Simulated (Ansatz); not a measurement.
`C[Si](N)(O)F` + HCl → `N[Si](O)(F)Cl` + CH₄  (ligand exchange at the Si–C bond)

Program: Ansatz. Geometries: PBE0-D4/def2-TZVP. ΔE: electronic, gas phase. CCSD(T)/CBS adds triple-zeta CCSD(T) − MP2 to the extrapolated MP2 energy (def2 sets, frozen cores). This one scheme is used for every species. Functionals use def2-TZVPP. Each species was taken in one conformer, which may not be the lowest.

```tsv
level	ΔE (kJ/mol)
ωB97X-V	-102.5
CAM-B3LYP	-101.9
```

Q: What does CCSD(T)/CBS give? (An estimate is asked.)

A: Ansatz gave: -102.1 kJ/mol. The listed levels differ from it by -0.4, 0.2 kJ/mol.

Largest T1 diagnostic among the species: 0.010.

At CCSD(T), def2-SVP lies +3.7 kJ/mol from the extrapolated value and def2-TZVPP +2.3 kJ/mol. Leaving LDA and LC-ωPBE aside and taking each functional with its dispersion term where it has one, the values, not all of them listed here, spread over 8.8 kJ/mol, from B97M-V to PBE-D4. LDA lies +4.3 kJ/mol from PBE without D4.
